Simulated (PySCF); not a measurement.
Ga(H)(Br)(OMe) (CH₄BrGaO), SMILES C[O][GaH][Br]. Atoms are numbered in the order given.

```xyz
8

Ga    -0.8437    -0.4987     0.0000
H     -2.3872    -0.5556     0.0000
Br     0.3663     1.4585     0.0000
O      0.1102    -1.9948     0.0000
C      1.5207    -2.1045     0.0000
H      1.8454    -2.6641     0.8939
H      1.8454    -2.6641    -0.8939
H      2.0264    -1.1222     0.0000
```

Geometry: TPSSh-D3(BJ)/def2-SVP. The structure was generated by enumeration; whether it is a known compound was not checked. The values are those of a single conformer.

Calculation: PBE/def2-TZVP in PySCF.

The molecule is in vacuum.

- total energy: -4614.04565 hartree
- point group: Cs
- highest occupied level: -6.69 eV
- lowest empty level: -1.97 eV
- orbital gap: 4.72 eV
- dipole moment: 0.72 D
- quadrupole, principal values (traceless, Buckingham form, about the centre of nuclear charge): -6.43, 2.56, 3.87 D·Å
- mean static polarisability: 66.2 bohr³ (9.81 Å³)
- polarisability, principal values: 48.6, 70.9, 79.0 bohr³
